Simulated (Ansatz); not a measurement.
`N#CC[SiH3]` + `[SH][GeH3]` → `N#C[S][GeH3]` + `C[SiH3]` at 700 K and 1 bar (substitution at a C–C bond).

Calculated with Ansatz (gas phase, PBE0-D4/def2-TZVP geometries, no zero-point term in ΔE). CCSD(T)/CBS is the MP2 limit (def2-TZVPP, def2-QZVPP) plus CCSD(T) − MP2 in def2-TZVPP, frozen cores. This one scheme is used for every species. For Ge outer-core shells are correlated without core-valence functions, which leaves a few kJ/mol of doubt a bond. Scalar relativity is left out up to krypton.

```json
{"species": "`N#CC[SiH3]`", "CCSD(T)/CBS energy (Eh)": "-422.87241", "H − E (kJ/mol)": "223.7", "S (J/(mol·K))": "403.6"}
{"species": "`[SH][GeH3]`", "CCSD(T)/CBS energy (Eh)": "-2476.30083", "H − E (kJ/mol)": "133.1", "S (J/(mol·K))": "357.0"}
{"species": "`N#C[S][GeH3]`", "CCSD(T)/CBS energy (Eh)": "-2568.42673", "H − E (kJ/mol)": "149.1", "S (J/(mol·K))": "420.4"}
{"species": "`C[SiH3]`", "CCSD(T)/CBS energy (Eh)": "-330.73916", "H − E (kJ/mol)": "210.8", "S (J/(mol·K))": "332.0"}
```

H − E and S are ideal-gas, rigid-rotor, harmonic terms from PBE0-D4/def2-TZVP. 1 Eh = 2625.50 kJ/mol, R = 8.31446 J/(mol·K).

Question: By hand: ΔE, ΔH, ΔS and ΔG.

Answer: ΔE = (-2568.42673) + (-330.73916) − (-422.87241) − (-2476.30083) = 0.00735 Eh = 19.3 kJ/mol. Δ(H − E) = 149.1 + 210.8 − 223.7 − 133.1 = 3.1, so ΔH = 22.4 kJ/mol. ΔS = 420.4 + 332.0 − 403.6 − 357.0 = -8.2 J/(mol·K). ΔG = 22.4 − 700 × (-8.2)/1000 = 28.1 kJ/mol.

Question: By hand: the equilibrium constant, and the temperature at which ΔG would vanish if ΔH and ΔS stayed fixed.

Answer: log₁₀ K = −ΔG/(RT ln 10) = -2.1. ΔH and −TΔS have one sign here, so there is no such temperature.

The number of gas molecules stays the same, so ΔS is small and ΔH decides. A doubt of 5 kJ/mol in ΔE shifts log₁₀ K by 0.4 here. These are equilibria of isolated gas molecules and say nothing of rates. Largest T1 diagnostic: 0.013 (customary marks: 0.02 for closed shells, 0.045 for open ones).
